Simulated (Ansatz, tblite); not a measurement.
Dissociation curve of Al(Me)2(OSiOH3), C₂H₉AlO₄Si, SMILES [Al]([O][Si](O)(O)O)([CH3])[CH3]. The Al1–O10 bond (Al1 also carries C, C; O10 carries Si) is pulled apart rigidly from the PBE0/def2-SVP optimised geometry.

Computed with: RKS-PBE0 = Ansatz (a quantum-chemistry and plane-wave program) with restricted PBE0/def2-SVP; GFN2-xTB, 300 K electronic temperature (tblite); UKS-PBE0 = unrestricted PBE0/def2-SVP run with Ansatz.

Energies relative to the lowest point of each curve near equilibrium, in kcal/mol:

| R / Å | RKS-PBE0 | GFN2-xTB |
|---|---|---|
| 1.42 | 48.9 | 37.1 |
| 1.51 | 20.5 | 13.1 |
| 1.67 | 1.0 | 0.0 |
| 1.73 | 0.0 | 0.1 |
| 1.76 | 0.3 | 0.7 |
| 1.83 | 2.7 | 3.2 |
| 1.93 | 8.9 | 8.6 |
| 2.26 | 38.9 | 32.3 |
| 2.86 | 89.2 | 76.5 |
| 3.18 | 108.4 | 95.3 |
| 3.67 | 129.0 | 114.9 |
| 4.28 | 144.3 | 127.3 |

Task: Estimate the UKS-PBE0 values at these points.

Result: 1.42: 48.9; 1.51: 20.5; 1.67: 1.0; 1.73: 0.0; 1.76: 0.3; 1.83: 2.7; 1.93: 8.9; 2.26: 38.9; 2.86: 89.2; 3.18: 108.4; 3.67: 124.7; 4.28: 133.0 (kcal/mol).

The restricted form behind RKS-PBE0 keeps the bonding electrons paired and can't separate into open-shell fragments. The unrestricted determinant behind UKS-PBE0 is spin-contaminated at 3.18 to 5.05 Å (<S²> up to 0.8, against 0.00 for a pure singlet).
